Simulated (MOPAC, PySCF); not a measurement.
[Hf(F)3(OH)], neutral singlet in the gas phase. 

Cartesian coordinates (Å):
```xyz
6

Hf    -0.1108     0.0506     0.0085
F     -0.0662     0.6484     1.8367
F     -1.0046    -1.6508    -0.0665
F      1.6938    -0.1680    -0.6188
O     -1.0319     1.3291    -1.0864
H     -1.4939     1.9617    -1.6517
```
Charge 0, spin multiplicity 1.

All levels are single points at this geometry (BP86-D3(BJ)/def2-SVP); Pople sets use spherical d functions. Orbital energies aren't observables, and empty levels follow the basis.

B3LYP/6-311+G** (LANL2DZ on Hf) in PySCF gives gap (eV) = 9.02.

Estimate the gap (eV) from each of these levels: B3LYP-D3(BJ)/def2-TZVP in PySCF; PBE-D3(BJ)/def2-TZVP in PySCF; TPSSh-D3(BJ)/def2-TZVP in PySCF; B3LYP/6-31G* (LANL2DZ on Hf) in PySCF; B3LYP/LANL2DZ in PySCF; BP86/6-31G* (LANL2DZ on Hf) in PySCF; M06-2X/6-31G* (LANL2DZ on Hf) in PySCF; PBE/6-31G* (LANL2DZ on Hf) in PySCF; SVWN5/6-31G* (LANL2DZ on Hf) in PySCF; HF/6-31G* (LANL2DZ on Hf) in PySCF; PM6 in MOPAC; PM7 in MOPAC.


```tsv
level	gap (eV)
B3LYP-D3(BJ)/def2-TZVP in PySCF	8.92
PBE-D3(BJ)/def2-TZVP in PySCF	7.07
TPSSh-D3(BJ)/def2-TZVP in PySCF	8.36
B3LYP/6-31G* (LANL2DZ on Hf) in PySCF	8.98
B3LYP/LANL2DZ in PySCF	8.94
BP86/6-31G* (LANL2DZ on Hf) in PySCF	7.07
M06-2X/6-31G* (LANL2DZ on Hf) in PySCF	11.90
PBE/6-31G* (LANL2DZ on Hf) in PySCF	7.06
SVWN5/6-31G* (LANL2DZ on Hf) in PySCF	7.02
HF/6-31G* (LANL2DZ on Hf) in PySCF	16.46
PM6 in MOPAC	10.57
PM7 in MOPAC	13.84
```
